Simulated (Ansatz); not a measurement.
Start from `C[O][GeH]([F])[Cl]` and change one atom or group to get `C[O][GeH]([Cl])[O][SiH3]`.

Ansatz, PBE0-D4/def2-TZVP geometries, multiplicity 1. Each molecule was computed in one conformer, which needn't be the lowest.

Scalar relativity is left out up to krypton.

```csv
property,`C[O][GeH]([F])[Cl]`
HOMO energy (B3LYP/def2-TZVPP) / eV,-8.45
HOMO–LUMO gap (ωB97M-V/def2-TZVPP) / eV,12.81
HOMO–LUMO gap (B3LYP/def2-TZVPP) / eV,7.78
LUMO energy (B3LYP/def2-TZVPP) / eV,-0.67
LUMO energy (PBE/def2-TZVPP) / eV,-1.37
HOMO energy (PBE/def2-TZVPP) / eV,-7.08
```

(1) Give the same properties after the change, and the shifts. (Best estimate.)

Results:

(1) Ansatz gave: 
| property | `C[O][GeH]([Cl])[O][SiH3]` | shift |
| --- | --- | --- |
| HOMO energy (B3LYP/def2-TZVPP) / eV | -8.23 | 0.22 |
| HOMO–LUMO gap (ωB97M-V/def2-TZVPP) / eV | 12.39 | -0.42 |
| HOMO–LUMO gap (B3LYP/def2-TZVPP) / eV | 7.63 | -0.15 |
| LUMO energy (B3LYP/def2-TZVPP) / eV | -0.60 | 0.07 |
| LUMO energy (PBE/def2-TZVPP) / eV | -1.31 | 0.06 |
| HOMO energy (PBE/def2-TZVPP) / eV | -6.89 | 0.19 |

B3LYP here is the variant with VWN-RPA as its local correlation; programs differ in this.
